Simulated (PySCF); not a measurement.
**Working out the ionisation energy of Cs⁺**

Cs⁺ [Xe] (1S) → Cs²⁺ [Kr] 4d10 5s2 5p5 (2P). Calculation: PySCF 2.14, in Sapporo-DKH3-DZP-2012; scalar relativity by spin-free X2C-1e. Frozen: [Kr] 4d10 5s2. Energies in hartree (1 hartree = 27.21139 eV):

| part | Cs⁺ (lower) | Cs²⁺ (upper) |
| --- | --- | --- |
| UHF | -7782.510312 | -7781.676934 |
| CCSD correlation | -0.091884 | -0.063495 |
| (T) | -0.000125 | -0.000051 |

**Question.** What does Hartree-Fock give?

**Answer.** (-7781.676934) − (-7782.510312) = 0.833378 hartree = 22.677 eV.

**Question.** What do CCSD and CCSD(T) give?

**Answer.** The CCSD correlation energies differ by 0.028389 hartree = 0.773 eV and the triples by 0.000074 hartree = 0.002 eV, so CCSD gives 23.450 eV and CCSD(T) 23.452 eV.

Reference: 23.157 eV (measured; NIST Atomic Spectra Database, ionization energies), between the lowest levels; spin-orbit coupling is absent from the calculation.

A double-zeta basis recovers only part of the correlation energy.

What remains against the reference includes basis incompleteness, the frozen core and higher excitations.
